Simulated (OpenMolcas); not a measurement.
**W IV: effect of the basis set**

```yaml
Program: OpenMolcas
Method: "MS-CASPT2, IPEA 0.25 Eh, imaginary shift 0.1 Eh (closed shells correlated: 5s 5p)"
Active_space: 3 electrons in 10 orbitals (5d 6d)
State_averaging: 2S+1 = 4 even, 10 roots; 2S+1 = 2 even, 40 roots
Spin-orbit_coupling: state interaction with AMFI integrals over the reference wave functions, term energies averaged over their components
```

A. ANO-R2 [8s6p5d3f2g], X2C, finite nucleus; CASPT2 step of the order of 5 core-minutes
B. ANO-RCC-VTZP [8s7p5d3f2g1h], DKH2, point nucleus; CASPT2 step of the order of 5 core-minutes
C. ANO-RCC-VQZP [9s8p6d4f3g2h], DKH2, point nucleus; CASPT2 step roughly 5 core-minutes

Energies in cm-1 above 5d3 4F 3/2, the measured ground level; measured values from the list in J. Phys. B 45, 035001 (2012).

```
            Level      A      B      C  Measured
       5d3 4F 3/2    0.0    0.0    0.0       0.0
       5d3 4F 5/2   3910   3690   3780      3537
       5d3 4F 7/2   7300   7010   7090      6745
5d3 4F 9/2 [69 %]   9890   9670   9640      9256
5d3 2P 1/2 [50 %]  11480  11780  11390          
       5d3 2G 7/2  15950  16080  15680     15261
5d3 2H 9/2 [52 %]  17070  17220  16800          
       5d3 4P 5/2  18190  18150  18020     17190
5d3 4P 1/2 [50 %]  18720  18790  18480          
5d3 4P 3/2 [51 %]  19550  19570  19320          
      5d3 2H 11/2  23490  23800  23180     22223
    5d3 2D 5/2(1)  24440  24540  24150     22766
5d3 2G 9/2 [50 %]  25520  25510  25090          
       5d3 2F 5/2  30310  30810  30010     27938
       5d3 2F 7/2  30340  30770  30000     28412
    5d3 2D 5/2(2)  46300  46830  45880     43287
    5d3 2D 3/2(2)  46420  47040  46060
```

Deviations, from unrounded energies. A percentage is the sum of absolute deviations over the sum of measured energies, with the sign that they share, or ± where signs differ.

| Against measurement | Levels | A | B | C |
| --- | --- | --- | --- | --- |
| mean absolute deviation (cm-1) | 10 | 1300 | 1500 | 1100 |
| fine structure of the ground term (%) | 3 | +8.0 | +4.3 | +5.0 |
| other terms of the ground configuration (%) | 7 | +6.7 | +7.8 | +5.6 |

C lies closest to measurement on these levels and B furthest from it. The largest miss of C in the table is 5d3 2D 5/2(2), by +2600 cm-1. The ranking rests on the paired levels alone, and a cruder setting can come out closer through cancelling errors.

Among A to C the level of the table that moves most is 5d3 2D 3/2(2), by 990 cm-1 (lowest in C, highest in B). Moves below CASPT2's spread within the term are not significant.

CASPT2 breaks the degeneracy within a term, and the mean is taken; among the terms shown or strongly mixed into the levels shown the widest spread is 600 cm-1 (5d3 4F, A). Over all roots computed the reference weight is 0.90 to 0.96 in A, 0.90 to 0.96 in B, 0.89 to 0.96 in C; the roots of lowest weight are the least certain, and an intruder state may touch them. Active for correlation alone: 6d; no level in the range computed is led by a configuration that fills it, so any true level of that kind is missing. The CASPT2 spread within a term exceeds the gap to the next term for 5d3 4P and 5d3 2G, so the order of their levels is uncertain (figures for A; the like holds for C). Measured partners are found by configuration, term and J. A level has none where our copy of the source lacks it or the pairing is in doubt (some pairs that miss far off the trend of their configuration count as doubtful), and it then counts in no deviation. Levels of configurations outside the active space are missing. Levels that lie high or do not pair safely by name in every column are left out.

A share in square brackets marks a mixed level and gives the weight of the term that names it, the lowest over the columns. A number in round brackets counts repeated terms of one configuration in the order of the reference energies.
